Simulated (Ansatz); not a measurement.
AgF, charge -1, doublet, geometry from GFN2-xTB (such geometries of metal compounds can be far from the true shape) (the multiplicity is a formal guess) (core potentials on Ag) (a gas-phase anion, which may not be bound at this level); Ansatz (a program for electronic structure) with BHLYP/def2-SVP.

The Ansatz input:
Ansatz 0.2 input:
```yaml
crystal:
  periodic: [false, false, false]
  atoms:
    - {symbol: Ag, position_ang: [-0.00000000, -0.00000000, -0.38161718]}
    - {symbol: F, position_ang: [0.00000000, 0.00000000, 1.99288972]}
basis:
  gaussian:
    orbitals: def2-SVP
hamiltonian:
  xc: {name: BHLYP}
total_charge: -1
magnetization: {spin_polarized: true, initial_magnetization: 1}
```

What the program printed (banner, timings and long lists left out):

```
Functional definition: BHLYP
459 factors; integrals over basis functions are off by at most 4.6e-4 eV
mean field evaluation 1: about -6709.5503 eV, gradient 7.4e0 eV
mean field evaluation 2: about -6709.7029 eV, gradient 7.6e0 eV
mean field evaluation 4: about -6709.9517 eV, gradient 6.8e-1 eV
mean field evaluation 8: about -6710.0433 eV, gradient 1.4e-1 eV
mean field evaluation 16: about -6710.0441 eV, gradient 1.4e-4 eV
mean field -6710.04409318 eV, -246.5895721931 hartree, gradient 3.8e-5 eV, S^2 0.753016; 0 other end points of the search recorded, 0 dependent functions left out
reference -6710.04421538 eV, -246.5895766838 hartree; 15, 14 occupied and 30, 31 virtual orbitals, 459 factors
Total energy: -6710.04421538 eV, -246.5895766838 hartree
```
